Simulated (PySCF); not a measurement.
HgC: energy against distance

Set-up: Hg x2c-TZVPPall, C x2c-TZVPPall; spin-free X2C with a Gaussian nucleus (PySCF 2.14). Energies in eV from Hg + C in their ground configurations at the same level. All curves are PBE0. state 1: triplet, unpaired electrons π ↑↑; state 2: Ms = 0 determinant of mixed spin (⟨S²⟩ near 1.0), unpaired electrons π ↑↓, a mixture of terms (⟨Lz²⟩ = 3.2), a second solution, started from another occupation; state 3: triplet, unpaired electrons σ ↑, π ↑, a second solution, started from another occupation; state 4: Ms = 0 determinant of mixed spin (⟨S²⟩ near 1.0), unpaired electrons σ ↓, π ↑, a mixture of terms (⟨Lz²⟩ = 2.2), a second solution, started from another occupation.

| R (Å) | state 1 | state 2 | state 3 | state 4 |
| --- | --- | --- | --- | --- |
| 1.837 | -0.3327 | 0.0196 | 1.2026 | 1.4028 |
| 1.922 | -0.6215 | -0.2551 | 0.7683 | 0.9730 |
| 2.008 | -0.7712 | -0.3933 | 0.4868 | 0.6994 |
| 2.072 | -0.8208 | -0.4358 | 0.3449 | 0.5656 |
| 2.136 | -0.8329 | -0.4422 | 0.2448 | 0.4755 |
| 2.200 | -0.8188 | -0.4236 | 0.1747 | 0.4170 |
| 2.285 | -0.7736 | -0.3741 | 0.1128 | 0.3723 |
| 2.392 | -0.6945 | -0.2914 | 0.0664 | 0.3489 |
| 2.521 | -0.5886 | -0.1831 | 0.0343 | 0.3439 |
| 2.691 | -0.4539 | -0.0469 | 0.0095 | 0.3503 |

Q: Put a parabola through the three lowest points of the state 1 curve and estimate Re, k and ωe (reduced mass 11.33 u; 1 eV/Å² = 0.16022 mdyn/Å; ωe = 1302.8·√(k/μ) cm⁻¹).

A: Through R = 2.072, 2.136, 2.2 Å the second-order coefficient is 3.20 eV/Å², so Re ≈ 2.134 Å, k ≈ 1.02 mdyn/Å and ωe ≈ 392 cm⁻¹. A polynomial fit of higher order to the unrounded PBE0 energies gives Re = 2.130 Å, k = 1.05 mdyn/Å, ωe = 397 cm⁻¹; anharmonicity and rounding make the difference.

The higher-order fit for each curve: state 1: Re = 2.130 Å, ωe = 397 cm⁻¹, De = 0.83 eV; state 2: Re = 2.117 Å, ωe = 402 cm⁻¹, minimum 0.443 eV below the ground-state fragments; state 4: Re = 2.499 Å, ωe = 123 cm⁻¹, minimum 0.344 eV above the ground-state fragments. State 3 gave no clean fit.

These are scalar-relativistic numbers at best; spin–orbit coupling would shift them, the dissociation energy most. The state is the lowest determinant that a PBE0 search found; another state may lie lower at other levels.
